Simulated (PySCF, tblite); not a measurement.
Species: C₅H₂F₆.
Bonds: C1–C2 (triple), C2–C3, C3–C4, C4–F5, C4–F6, C4–F7, C3–C8, C8–F9, C8–F10, C8–F11. Hydrogens: H12 on C1; H13 on C3.

Computed with GFN2-xTB (tblite), gas phase: Langevin dynamics at 300 K from the optimised GFN2-xTB geometry, time step 0.5 fs, friction 0.01 fs⁻¹, 2000 steps. Over the second half of the run the saved frames average 240 K.

Frame at 250 fs, instantaneous temperature 277 K:
```
atom  x, y, z in Å
C1      2.269    0.227    0.220
C2      1.066    0.214    0.130
C3     -0.356    0.163   -0.255
C4     -0.871   -1.316   -0.038
F5     -2.209   -1.472    0.078
F6     -0.242   -1.901    0.973
F7     -0.548   -2.050   -1.147
C8     -1.069    1.260    0.532
F9     -0.598    2.400    0.103
F10    -0.936    1.146    1.864
F11    -2.414    1.218    0.220
H12     3.294    0.269    0.308
H13    -0.504    0.350   -1.397
```

Frame at 425 fs, instantaneous temperature 312 K:
```
atom  x, y, z in Å
C1      2.079    0.182   -0.049
C2      0.902   -0.025    0.040
C3     -0.516   -0.155   -0.165
C4     -1.038   -1.501    0.343
F5     -2.341   -1.472    0.482
F6     -0.523   -1.747    1.526
F7     -0.763   -2.511   -0.492
C8     -1.380    0.928    0.587
F9     -0.873    2.100    0.477
F10    -1.432    0.734    1.896
F11    -2.662    0.883    0.164
H12     3.118    0.114    0.072
H13    -0.739   -0.056   -1.196
```

Frame at 625 fs, instantaneous temperature 318 K:
```
atom  x, y, z in Å
C1      1.714   -0.431   -0.088
C2      0.511   -0.333   -0.052
C3     -0.975   -0.250   -0.038
C4     -1.543   -1.631    0.360
F5     -2.836   -1.555    0.616
F6     -1.059   -2.155    1.458
F7     -1.407   -2.572   -0.608
C8     -1.424    0.908    0.945
F9     -0.548    1.921    0.740
F10    -1.235    0.546    2.163
F11    -2.607    1.342    0.689
H12     2.751   -0.468   -0.219
H13    -1.362   -0.012   -1.054
```

Frame at 800 fs, instantaneous temperature 192 K:
```
atom  x, y, z in Å
C1      1.475   -0.506   -0.105
C2      0.302   -0.314    0.064
C3     -1.125   -0.125   -0.015
C4     -1.809   -1.500    0.115
F5     -3.096   -1.451   -0.118
F6     -1.558   -2.127    1.238
F7     -1.349   -2.245   -0.910
C8     -1.466    0.915    1.045
F9     -1.053    2.130    0.720
F10    -0.863    0.720    2.248
F11    -2.794    1.018    1.200
H12     2.480   -0.847    0.039
H13    -1.439    0.416   -0.938
```

Frame at 1000 fs, instantaneous temperature 274 K:
```
atom  x, y, z in Å
C1      1.288   -0.073    0.086
C2      0.114   -0.200    0.034
C3     -1.292   -0.219    0.068
C4     -1.878   -1.633   -0.002
F5     -3.250   -1.569   -0.224
F6     -1.689   -2.313    1.090
F7     -1.315   -2.307   -0.956
C8     -1.681    0.556    1.314
F9     -1.372    1.859    1.212
F10    -1.071    0.085    2.422
F11    -2.979    0.499    1.579
H12     2.287    0.149    0.143
H13    -1.690    0.436   -0.702
```

**Question.** What do single points at PBE0/pcSseg-1 (PySCF, gas phase) give on these frames?

**Answer.** 
```tsv
t (fs)	GFN2-xTB E above start (eV)	DFT E above lowest frame (eV)	HOMO (eV)	LUMO (eV)	dipole (D)
250	0.37	0.09	-8.84	-0.25	2.26
425	0.35	0.10	-8.89	-0.14	2.41
625	0.32	0.05	-8.73	0.13	1.68
800	0.31	0.05	-8.86	-0.25	1.68
1000	0.30	0.00	-8.90	0.05	2.30
```

The two levels order the frames alike by energy but for pairs within 0.08 eV at one level; measured from each level's lowest frame they differ by 0.05 eV at most. The HOMO–LUMO gap runs from 8.59 to 8.95 eV. These are instantaneous structures, not minima.

**Question.** And the isotropic GIAO shieldings (ppm) from the same runs?

**Answer.** 
```csv
atom,250 fs,425 fs,625 fs,800 fs,1000 fs,mean,range
C1,97.3,98.8,101.1,97.9,101.8,99.4,4.5
C2,109.2,107.9,108.6,106.7,112.1,108.9,5.4
C3,128.9,140.1,133.0,139.2,145.2,137.3,16.3
C4,50.5,59.5,56.8,59.3,57.9,56.8,9.0
F5,243.6,258.3,253.4,257.7,227.6,248.1,30.7
F6,244.2,259.3,257.2,268.4,265.4,258.9,24.2
F7,218.1,251.1,236.0,235.1,258.2,239.7,40.1
C8,54.3,58.1,62.0,53.7,54.0,56.4,8.3
F9,249.9,264.4,234.6,239.0,241.0,245.8,29.8
F10,255.6,255.7,274.1,240.3,248.3,254.8,33.8
F11,234.3,239.2,268.9,249.0,253.7,249.0,34.6
H12,30.2,29.6,29.7,28.8,30.5,29.8,1.7
H13,25.9,28.8,27.4,27.4,28.1,27.5,2.9
```

The cost below is that of the whole dynamics run. Hardware: one thread, AMD EPYC 9B45 (x86_64), on a shared host. Cost: 7.4 s wall, 0.18 GiB resident at most.
